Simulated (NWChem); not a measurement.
System: ZrH$_{3}$I; SMILES [ZrH3][I]

Computed with NWChem. Geometry: optimised at PBE0/def2-SVP (def2 core potentials past Kr).

Question: Predict the results for PBE/3-21G, non-relativistic. Quantities: highest occupied level (eV); orbital gap (eV); dipole (D).

Answer: The highest occupied level (eV) is -7.18, the orbital gap (eV) is 3.35 and the dipole (D) is 0.35.
